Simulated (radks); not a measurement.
The nitrogen anion N2-, [He] 2s2 2p5, held by a Watson sphere: a shell of charge +2 at radius R that stands for the Madelung well of a crystal (potential energy -2/R inside, -2/r outside, in hartree with lengths in bohr). Method: scalar-relativistic Kohn-Sham, PBE, spin-polarised, spherical densities, finite nucleus; open shells are filled with parallel spins first; Fermi nuclear charge, rms radius of each element as measured or else 0.836 A^(1/3) + 0.57 fm; computed with a radial shooting solver on a logarithmic mesh with Libxc functionals. Response by self-consistent Sternheimer equations with the Hartree and adiabatic LDA kernel, the relativistic mass of each level held fixed and spin-orbit coupling left out. The sphere does not respond.

R (bohr),e(2s down) (eV),e(2p up) (eV),e(2p down) (eV),<r> 2p (bohr),sum of <r^2> (bohr^2),X-ray form factor at sin(theta)/lambda = 0.2 1/angstrom,alpha (bohr^3)
1.75,-18.638,-8.299,-7.256,1.639,21.53,5.174,14.08
2.01,-17.569,-7.492,-6.497,1.728,23.67,5.010,18.07
2.21,-16.834,-6.917,-5.952,1.795,25.31,4.908,21.87
2.58,-15.676,-5.969,-5.044,1.917,28.37,4.768,31.08
2.98,-14.689,-5.117,-4.217,2.053,31.79,4.671,45.31
3.71,-13.421,-3.975,-3.077,2.333,38.62,4.588,90.14
